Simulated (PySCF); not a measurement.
# Hf⁵⁴⁺ (hafnium, charge +54): UHF calculation

Configuration: [Ar], closed-shell 1S. Computed with PySCF 2.14 in an even-tempered Gaussian basis (16 s from 14 bohr⁻², ratio 2.5; 10 p from 18 bohr⁻², ratio 2.5; 4 d from 74 bohr⁻², ratio 2.7; 4 f from 110 bohr⁻², ratio 2.7), with no relativity, point nucleus.

```
Total energy                                     : -11432.663075 hartree
One-electron energy                              : -12614.1802 hartree
Hartree (Coulomb) energy                         : 1338.0701 hartree
Exchange energy                                  : -156.5529 hartree
Kinetic energy                                   : 11434.09288 hartree
⟨S²⟩                                             : 0.0000
⟨L²⟩                                             : 0.000
Sum of ⟨r⟩                                       : 2.283 bohr
Sum of ⟨r²⟩                                      : 0.4368 bohr²
Density at the nucleus (Gaussians lack the cusp) : 264000 bohr⁻³
```

```tsv
shell	electrons	mean orbital energy (eV)	rms radius, mean of both spins (bohr)
1s	2	-64537.3	0.0243
2s	2	-13719.3	0.0951
2p	6	-13308.8	0.0818
3s	2	-5453.2	0.225
3p	6	-5279.2	0.214
```

A non-relativistic calculation at this Z misses sizeable relativistic shifts. Spin-orbit coupling, which splits the p, d and f shells strongly at this Z, is absent.

Spin-orbit constants ζ (cm⁻¹) from the X2C one-electron operator on these orbitals (non-relativistic here): bare nucleus, nucleus screened by l(l+1)(2l+1)/3 electrons, and screened by the Breit-Pauli mean field of the electrons.

```
shell     bare  screened nucleus  mean field
   2p  4621000           4492000     4430000
   3p  1116000           1085000     1070000
```
